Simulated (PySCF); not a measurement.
Cl3OTa, singlet, geometry from GFN2-xTB (such geometries of metal compounds can be far from the true shape) (core potentials on Ta), with bond 4-1 at 1.3 times its length. Base run: DF-HF/def2-SVP (PySCF).

Input for PySCF:
```python
from pyscf import gto, scf

mol = gto.Mole()
mol.atom = '''
    Ta    0.156651    0.088500   -0.150027
    O     1.288746    0.728075   -1.234251
    Cl    1.086937   -0.915896    1.590304
    Cl   -1.568935   -1.881865   -1.344212
    Cl   -1.195361    1.620410    0.703384
'''
mol.basis = 'def2-svp'
mol.ecp = {'Ta': 'def2-svp'}
mol.charge = 0
mol.spin = 0
mol.verbose = 4
mol.build()

mf = scf.RHF(mol)
mf = mf.density_fit(auxbasis='def2-universal-jkfit')
mf.kernel()
mf.analyze()
```

Each row names what was changed in the base input (with any setting that the change needs).

| change | ΔE vs base (mEh) | SCF cycles | outcome |
|---|---|---|---|
| base | 0.000 | 12 | converged |
| init_guess = sap | 0.000 | 35 | converged |
| level_shift = 0.3 (with mf.max_cycle = 100) | 0.000 | 14 | converged |
| damp = 0.5; diis_start_cycle = 5 | 0.000 | 13 | converged |
| diis_space = 20 | 0.000 | 12 | converged |
| solver = newton; init_guess = 1e | 528.7 | - | another SCF solution |
| init_guess = 1e | 0.000 | 16 | converged |
| conv_tol_grad = 1e-3 | 0.000 | 12 | converged |
| diis_space = 4 | 0.000 | 14 | converged |
| diis_space = 2 | 0.000 | 18 | converged |
| conv_tol = 1e-6 | 0.000 | 8 | converged |
| level_shift = 0.5 (with mf.max_cycle = 100) | 0.000 | 17 | converged |
| diis_space = 12 | 0.000 | 12 | converged |

A guess, shift, damping, solver or small numerical setting can't move a converged solution much, so rows marked as another SCF solution ended in a different state.
